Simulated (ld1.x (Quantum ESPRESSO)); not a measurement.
## Before and after: PAW potential for titanium

- Element: Ti
- Generator: ld1.x (Quantum ESPRESSO) 7.5
- Type: PAW
- Functional: PBE
- Relativity: scalar-relativistic
- Frozen core: [Ne]
- Valence charge: 12
- Reference configuration: 3s2 3p6 3d2 4s1.5 4p0.5
- Partial waves: 3s (bound): rcut 1.60, rcutus 1.70 bohr; 4s (bound): rcut 1.60, rcutus 1.70 bohr; 3p (bound): rcut 1.85, rcutus 2.15 bohr; 4p (bound): rcut 1.85, rcutus 2.15 bohr; 3d (bound): rcut 1.70, rcutus 2.25 bohr; 3d channel at 1.6 Ry: rcut 1.70, rcutus 2.25 bohr
- Local potential: all-electron potential smoothed inside 2.10 bohr (lloc = -1)
- Core correction: Bessel-smoothed model core inside 1.50 bohr
- Augmentation charge: PSQ, radius 1.65 bohr

Change: all radii but the core radius scaled by about 1.14 (s 1.94, p 2.44, d 2.56 bohr, rcut 1.82/2.10/1.94); local potential all-electron potential smoothed inside 2.38 bohr (lloc = -1); augmentation PSQ, radius 1.88 bohr.

Cutoffs: the cutoffs (Ry, on a coarse ladder) from which the occupation-weighted sum of valence levels, in a spherical-Bessel basis at the reference potential, stays within 10 and 1 mRy of its value at 400 Ry; they do not see the model core or the augmentation charge, which bear on the density cutoff. Errors are all-electron minus pseudo energies relative to the spin-unpolarised reference configuration.

Question: Predict the effect on cutoff, ghosts and configuration errors.

Answer: The potential gets softer (30 Ry and 40 Ry → 25 Ry and 30 Ry); the number of tests that count goes from 6 to 2 (the test run of the changed file stopped, so its transferability is not established); neither file shows a bound ghost at the reference potential, the only one tested. A larger radius leaves more room for a smooth pseudo-wave, so fewer plane waves are needed.

```csv
quantity,base,changed
"cutoff, loose",30 Ry,25 Ry
"cutoff, tight",40 Ry,30 Ry
loose cutoff by channel (10 mRy a level),"s 21 Ry, p 25 Ry, d 18 Ry","s 21 Ry, p 12 Ry, d 12 Ry"
bound ghosts,none,none
"tests counted (converged, no solver errors)",6 of 7,2 of 7 (the test run stopped)
"error for 3s2 3p6 3d2 4s2 4p0, meV [ΔE -1.52 eV]",+0.3,+0.2
"error for 3s2 3p6 3d2 4s1 4p0, meV [ΔE 5.83 eV]",-0.6,-1.3
lowest overlap eigenvalue by channel,"s 0.15, p 0.10, d 0.89","s 0.12, p 0.84, d 0.88"
```

Base: Tests not counted: 3s2 3p6 3d0 4s0 4p0 (solver errors, printed error -674 eV).
